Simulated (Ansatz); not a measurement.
Program: Ansatz. Geometries: PBE0-D4/def2-TZVP. ΔE: electronic, gas phase. CCSD(T)/CBS adds triple-zeta CCSD(T) − MP2 to the extrapolated MP2 energy (def2 sets, frozen cores). DFT in def2-TZVPP. For Br, Ge outer-core shells are correlated without core-valence functions, which leaves a few kJ/mol of doubt a bond. Scalar relativity is left out up to krypton.

`[CH3][Ge][F]` + `BrC1B[SiH2]1` → `[F][Ge][Br]` + `CC1B[SiH2]1`  (redistribution)

CCSD(T)/CBS gives -161.1 kJ/mol.

Question: Another level gave -158.4 kJ/mol. Which?
A. revPBE-D4/def2-TZVPP
B. CCSD/def2-TZVPP
C. HF/def2-TZVPP
D. PBE0-D4/def2-TZVPP

Answer: B. CCSD/def2-TZVPP -158.4, PBE0-D4 -168.8, revPBE-D4 -164.7, HF/def2-TZVPP -173.4 kJ/mol.

Largest T1 diagnostic among the species: 0.013.

From BLYP to BHLYP (50 % exact exchange), in def2-TZVPP and without D4, ΔE moves by −5.7 kJ/mol. In def2-TZVPP, CCSD(T) changes the Hartree–Fock value by +15.8 kJ/mol (the triples alone add +0.8 kJ/mol) and MP2 by +14.1 kJ/mol. Leaving LDA and LC-ωPBE aside and taking each functional with its dispersion term where it has one, the values, not all of them listed here, spread over 7.2 kJ/mol, from BHLYP-D4 to ωB97X-V.
